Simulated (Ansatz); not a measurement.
Consider the formal exchange of groups at a Ge–C bond: `C=N[C](=C)[GeH3]` + `[CH3][Ge]([F])([F])[F]` → `[F][Ge]([F])([F])[GeH3]` + `C=NC(=C)C`.

Calculated with Ansatz (gas phase, PBE0-D4/def2-TZVP geometries, no zero-point term in ΔE). CCSD(T)/CBS adds triple-zeta CCSD(T) − MP2 to the extrapolated MP2 energy (def2 sets, frozen cores). Functionals use def2-TZVPP. For Ge outer-core shells are correlated without core-valence functions, which leaves a few kJ/mol of doubt a bond. Scalar relativity is left out up to krypton. One conformer a species, not always the lowest.

| level | ΔE (kJ/mol) | difference from CCSD(T)/CBS |
| --- | --- | --- |
| r2SCAN-D4 | -19.1 | -10.9 |
| ωB97X-V | -20.3 | -12.1 |
| HF/def2-TZVPP | -16.8 | -8.6 |
| MP2/def2-TZVPP | -4.9 | 3.3 |
| SCS-MP2/def2-TZVPP | -7.3 | 0.9 |
| CCSD/def2-TZVPP | -9.6 | -1.4 |
| CCSD(T)/def2-TZVPP | -7.1 | 1.1 |
| HF/def2-QZVPP | -18.9 | -10.7 |
| MP2/CBS(def2) | -6.1 | 2.1 |
| CCSD/CBS(def2) | -10.7 | -2.5 |
| CCSD(T)/CBS | -8.2 | 0 |

Largest T1 diagnostic among the species: 0.013.

In def2-TZVPP, CCSD(T) changes the Hartree–Fock value by +9.7 kJ/mol (the triples alone add +2.5 kJ/mol) and MP2 by +11.9 kJ/mol. From PBE to PBE0 (25 % exact exchange), in def2-TZVPP and without D4, ΔE moves by +3.9 kJ/mol. The D4 term adds +3.1 kJ/mol with B3LYP and +1.5 kJ/mol with PBE0; it sums over pairs of atoms, weighted by their polarisabilities, and B3LYP, whose exchange is more repulsive, gets the larger term.

B3LYP here is the variant with VWN-RPA as its local correlation; programs differ in this.
